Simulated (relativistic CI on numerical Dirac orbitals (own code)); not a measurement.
Method of calculation: Dirac-Coulomb-Breit CI, KLI orbitals optimised for each configuration, model QED, unscaled Slater integrals (own radial code, finite nucleus).

CI space (outside the closed core 1s2): 2s²2p⁵, 2s2p⁶, 2p⁶3s, 2p⁶3p, 2p⁶3d, 2s²2p⁴3s, 2s²2p⁴3p, 2s²2p⁴3d, 2s2p⁵3s, 2s2p⁵3p, 2s2p⁵3d, 2s²2p⁴4s, 2s²2p⁴4p, 2s²2p⁴4d, 2s²2p⁴4f, 2s²2p³3s², 2s2p⁵4s, 2s2p⁵4p, 2s²2p³3s3p, 2s2p⁵4d, 2s2p⁵4f, 2s²2p⁴5s, 2s²2p⁴5p, 2s²2p³3s3d, 2s²2p⁴5d, 2s²2p³3p², 2s²2p⁴5f, 2s²2p⁴5g, 2s²2p³3p3d, 2s2p⁴3s², 2s²2p³3d², 2s2p⁴3s3p, 2s2p⁴3s3d, 2s2p⁴3p², 2s2p⁵5s, 2s2p⁵5p. Levels of other configurations are missing.

At this charge energies of transitions that change n are usually good to better than 1 %, and those within a shell (Δn = 0) to a few per cent.

Outline of the computed level scheme of Dy LVIII. Lowest level of each configuration: 2s²2p⁵ ²P°3/2 at 0.00 eV; 2s2p⁶ ²S1/2 at 1228.61 eV; 2s²2p⁴3s ⁴P5/2 at 6655.11 eV; 2s²2p⁴3p ⁴P°3/2 at 6770.08 eV; 2s²2p⁴3d ⁴D3/2 at 7126.66 eV; 2s2p⁵3s ⁴P°5/2 at 7809.62 eV; 2s2p⁵3p ²D5/2 at 7945.11 eV.

Some strong electric-dipole decays among the lowest 45 levels: 2s²2p⁴3d ²P3/2 → 2s²2p⁵ ²P°3/2 (1.2e+15 s⁻¹); 2s²2p⁴3d ²D5/2 → 2s²2p⁵ ²P°3/2 (9.5e+14 s⁻¹); 2s²2p⁴3d ²D5/2 → 2s²2p⁵ ²P°3/2 (7.0e+14 s⁻¹); 2s2p⁵3p ²D5/2 → 2s²2p⁵ ²P°3/2 (6.3e+14 s⁻¹); 2s²2p⁴3d ²P1/2 → 2s²2p⁵ ²P°3/2 (5.0e+14 s⁻¹); 2s²2p⁴3d ⁴P1/2 → 2s²2p⁵ ²P°3/2 (1.8e+14 s⁻¹); 2s²2p⁴3s ²P3/2 → 2s²2p⁵ ²P°3/2 (1.3e+14 s⁻¹); 2s²2p⁴3s ²D3/2 → 2s²2p⁵ ²P°1/2 (9.2e+13 s⁻¹).

LS names give the leading component of a level, which can be under half, so a name can repeat, a term be missing and a line seem to break the LS rules.
